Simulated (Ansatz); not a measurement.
The cluster PbO₄, relaxed as a singlet with RKS PBE-D4/def2-SVP in Ansatz, starting from the GFN1-xTB geometry. Force threshold 0.02 eV/Å.

In the def2 sets Pb takes a core potential; there is no spin–orbit coupling. The structure holds 3 bonds between oxygen atoms, so isomers without such links may lie far lower. The structure comes from a short search, and lower isomers may exist.

Start:

Cartesian coordinates in Å:
```
Pb -0.4273 1.0458 -1.4134
O 1.2541 0.0213 -0.5176
O -1.3112 0.1153 0.3270
O 0.7412 -0.8885 0.4326
O -0.2568 -0.2938 1.1715
```

(1) Estimate the energy that the relaxation releases and the steps that it takes.

(2) Does the start keep its bonding and symmetry?

(3) Predict the relaxed structure.

Results:

(1) 16.9 kJ/mol, in 8 steps; 3.4 s on 4 threads of Arm Neoverse V2 on a shared host. No frequencies were taken in this run, so the end may be a saddle point.

(2) By distances, no bond broke or formed. The bond that changes most is O3–O5, from 1.41 to 1.52 Å (atoms count from 1). Point group C2 at the start, C2 at the end, both within 0.05 Å.

(3) 
```tsv
atom	x (Å)	y (Å)	z (Å)
Pb1	-0.4190	1.0245	-1.3871
O2	1.3393	0.0574	-0.5316
O3	-1.4019	0.0954	0.3245
O4	0.6716	-0.9227	0.4203
O5	-0.1900	-0.2546	1.1739
```
Bond lengths: 3 × O–O 1.33 to 1.52 Å; 2 × O–Pb 2.18 Å.
